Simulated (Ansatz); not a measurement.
This geometry of CH5ClGeSe (9 atoms, charge 0, multiplicity 1) is a first-order saddle point.

Level of theory: RKS B3LYP/def2-SVP (Ansatz 0.2.0).

```xyz
9
Properties=species:S:1:pos:R:3
Cl -1.772 -1.086 -0.975
C -1.213 0.334 -0.025
Ge 0.703 0.262 0.552
Se 1.894 -1.604 -0.302
H -1.368 1.230 -0.643
H -1.852 0.413 0.866
H 1.371 1.589 0.126
H 0.785 0.109 2.085
H 1.541 -1.292 -1.701
```

Q: Which two structures does it join? (They come from a converged band through this point; their orientation in space is the band's.)

A: No bond is made or broken. The dihedral Cl1–C2–Ge3–Se4 goes from 66 to -64°.

Initial state:

```xyz
9
Properties=species:S:1:pos:R:3
Cl -2.069 -1.354 0.358
C -1.258 0.215 -0.001
Ge 0.655 0.177 0.524
Se 1.910 -1.358 -0.788
H -1.364 0.414 -1.076
H -1.784 1.004 0.557
H 1.239 1.600 0.363
H 0.771 -0.312 1.978
H 1.988 -0.431 -1.934
```

Final state:

```xyz
9
Properties=species:S:1:pos:R:3
Cl -1.256 0.351 -1.819
C -1.185 0.261 -0.015
Ge 0.697 0.263 0.611
Se 1.796 -1.691 -0.176
H -1.728 1.130 0.383
H -1.698 -0.658 0.296
H 1.383 1.549 0.108
H 0.743 0.185 2.153
H 1.337 -1.439 -1.558
```

Q: How far does it lie above each of them?

A: 0.088 eV above the first and 0.130 eV above the second. This is the barrier of this one path; another mechanism may lie lower.

The run took 5.1 min on 2 threads of AMD EPYC 7R43 64-Core Processor (Zen 3), with other jobs on the host, peak memory 0.35 GiB.
